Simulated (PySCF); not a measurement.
# Vibration and rotation of BiB

PBE constants of BiB, ³Π (triplet), unpaired electrons σ ↑, π ↑ (PySCF, scalar-relativistic core potentials, basis sets Bi aug-cc-pVDZ-PP with ECP60, B aug-cc-pVDZ; masses 208.9804 and 11.0093 u):

```
ωe           : 599.0 cm⁻¹
ωexe         : 3.52 cm⁻¹
Be           : 0.34337 cm⁻¹
αe           : 0.00258 cm⁻¹
De to Bi + B : 2.48 eV
```

Task: What force constant and bond length do these constants imply?

Result: Reduced mass μred = 10.458 u; k = 5.8918×10⁻⁷·μred·ωe² (u, cm⁻¹, mdyn/Å) = 2.21 mdyn/Å; Re = √(16.8576/(μred·Be)) (u, cm⁻¹, Å) = 2.167 Å.

Task: Estimate the centrifugal constant D from the Kratzer relation and find the Dunham coefficient a1.

Result: D = 4Be³/ωe² = 4.51e-07 cm⁻¹; a1 = −1 − αeωe/(6Be²) = -3.18.

These are scalar-relativistic numbers at best; spin–orbit coupling would shift them, the dissociation energy most. The state is the lowest determinant that a PBE0 search found; another state may lie lower at other levels.
